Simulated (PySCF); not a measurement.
Compound: ClGe2H5.
SMILES: `[Cl][GeH2][GeH3]`

The closed-shell ground state was solved at several levels (PySCF, density fitting, gas phase). Geometry: PBE0-D3(BJ)/def2-SVP; no solvent, vibrations or thermal averaging. The calculation is non-relativistic and has no spin–orbit coupling, an omission that weighs most on germanium.

```
            level  basis functions  HOMO (eV)  LUMO (eV)  gap (eV)  dipole (D)
wB97X-D/def2-SVPD              143      -9.91       0.89     10.80        2.29
      HF/pcSseg-2              239     -10.77       2.38     13.15        2.39
```

Q: What might PBE0/pcSseg-1 (131 basis functions) give for the same quantities?

A: HOMO -8.20 eV, LUMO -0.65 eV, gap 7.55 eV, dipole 2.31 D.

Q: Over all these levels, which gives the widest orbital gap and which the narrowest?

A: HF/pcSseg-2 (Hartree–Fock, all exact exchange) has the widest, 13.15 eV, and PBE0/pcSseg-1 (global hybrid, 25 % exact exchange) the narrowest, 7.55 eV. Functional and basis both differ between the two, so the spread mixes both effects. The HOMO need not be the same orbital at Hartree–Fock and at DFT levels.

Q: How far do the dipole and the HOMO energy spread over the levels?

A: The dipole runs from 2.29 to 2.39 D (mean 2.33 D) and the HOMO from -10.77 to -8.20 eV.
